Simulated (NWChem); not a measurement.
System: ZrBrF3; SMILES [F][Zr]([F])([Br])[F]

This build's default masses of Se (78.918 u) and Br (79.917 u) are each other's, which moves their modes by up to 0.6 %. def2 effective core potentials on Zr; no spin-orbit coupling.

**Question.** Give the equilibrium geometry at PBE0/def2-SVP with def2 effective core potentials on Zr (NWChem) as a list of bonds and angles, with the point group.

**Answer.** point group C3v; any orientation.
Bonded distances (Å): Zr1–F2 1.888, Zr1–F3 1.888, Zr1–F4 1.888, Zr1–Br5 2.498. Bond angles (°): F2–Zr1–F3 108.9, F2–Zr1–F4 108.9, F2–Zr1–Br5 110.0, F3–Zr1–F4 108.9, F3–Zr1–Br5 110.0, F4–Zr1–Br5 110.0.
